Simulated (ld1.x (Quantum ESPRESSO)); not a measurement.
**What one change does to a pseudopotential (neon, TM)**

- Element: Ne
- Generator: ld1.x (Quantum ESPRESSO) 7.5
- Type: norm-conserving Troullier–Martins (Kleinman–Bylander form)
- Functional: PBE
- Relativity: non-relativistic
- Frozen core: [He]
- Valence charge: 8
- Reference configuration: 2s2 2p5 (charge +1)
- Partial waves: 2s (bound): rc 0.55 bohr; 2p (bound): rc 1.55 bohr; 3d channel at 0.15 Ry: rc 1.25 bohr
- Local potential: the d channel
- Core correction: none

Change: wave 3d channel at 0.15 Ry: rc 1.25 bohr becomes 3d channel at 2.09 Ry: rc 1.25 bohr.

Cutoffs: the cutoffs (Ry, on a coarse ladder) from which the occupation-weighted sum of valence levels, in a spherical-Bessel basis at the reference potential, stays within 10 and 1 mRy of its value at 400 Ry; they do not see the model core or the augmentation charge, which bear on the density cutoff. Errors are all-electron minus pseudo energies relative to the spin-unpolarised reference configuration.

Problem. What does the change do?

Solution. The errors of the 6 common tests hardly move; the range in which the s phases agree widens (upper end 2.3 → at the end of the scan); neither file shows a bound ghost.

| quantity | base | changed |
| --- | --- | --- |
| cutoff, loose | 230 Ry | 230 Ry |
| cutoff, tight | over 300 Ry | over 300 Ry |
| bound ghosts | none | none |
| error for 2s2 2p6, meV [ΔE -22.49 eV] | +44 | +43 |
| error for 2s2 2p4, meV [ΔE 43.28 eV] | +171 | +170 |
| error for 2s2 2p3, meV [ΔE 110.72 eV] | +1081 | +1078 |
| error for 2s1 2p6, meV [ΔE 23.26 eV] | +25 | +25 |
| error for 2s2 2p5.5, meV [ΔE -13.62 eV] | +17 | +17 |
| error for 2s2 2p2, meV [ΔE 205.34 eV] | +3526 | +3521 |
| s: phases at 1.70 bohr within 0.05 rad from the reference energy up to (Ry; the scan ends near 5) | 2.3 | to the end of the scan |
| p: phases at 1.70 bohr within 0.05 rad from the reference energy up to (Ry; the scan ends near 5) | 1.3 | 1.3 |
| d: phases at 1.70 bohr within 0.05 rad from the reference energy up to (Ry; the scan ends near 5) | to the end of the scan | to the end of the scan |
